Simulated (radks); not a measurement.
Species: Rh II. Configuration: [Kr] 4d8.

All-electron calculation, scalar-relativistic Kohn-Sham, PBE, spin-polarised, spherical densities, point nucleus; open shells are filled with parallel spins first (spin-orbit coupling, left out, can overturn this in heavy ions); hard spherical wall at 8 bohr. Program: a radial shooting solver on a logarithmic mesh with Libxc functionals.

Energy parts (eV):
part                       energy
total                 -130175.621
kinetic                134818.522
electron-nucleus      -313886.445
Hartree                 52657.551
exchange-correlation    -3765.249

Orbitals (lengths in bohr, moments of r in powers of bohr; r(max) is where P^2 peaks):
| orbital | occ. | eigenvalue (eV) | r(max) |
|---|---|---|---|
| 1s down | 1 | -23046.50 | 0.02117 |
| 1s up | 1 | -23046.50 | 0.02117 |
| 2s up | 1 | -3347.688 | 0.1198 |
| 2s down | 1 | -3347.396 | 0.1198 |
| 2p up | 3 | -3000.904 | 0.09576 |
| 2p down | 3 | -3000.684 | 0.09576 |
| 3s up | 1 | -604.4389 | 0.3514 |
| 3s down | 1 | -604.2934 | 0.3515 |
| 3p up | 3 | -490.4516 | 0.3447 |
| 3p down | 3 | -490.2849 | 0.3447 |
| 3d up | 5 | -308.2405 | 0.2914 |
| 3d down | 5 | -307.9764 | 0.2915 |
| 4s up | 1 | -90.7447 | 0.8824 |
| 4s down | 1 | -89.4546 | 0.8811 |
| 4p up | 3 | -58.7397 | 0.9458 |
| 4p down | 3 | -57.3780 | 0.9441 |
| 4d up | 5 | -14.1663 | 1.148 |
| 4d down | 3 | -12.8445 | 1.147 |
| 5s up | 0 | -11.0364 | 2.494 |
| 5s down | 0 | -10.4038 | 2.540 |
| 5p up | 0 | -6.2065 | 3.157 |
| 5p down | 0 | -5.7952 | 3.236 |
| 4f up | 0 | 2.9045 | 5.041 |
| 4f down | 0 | 3.0797 | 5.088 |

The highest occupied level is 4d down at -12.844 eV. The pressure on the wall is 0.00612 GPa. Summed over all electrons, <r^2> = 36.82 bohr^2, which gives a Langevin (diamagnetic) susceptibility term of -29.2 x 10^-6 cm^3/mol.
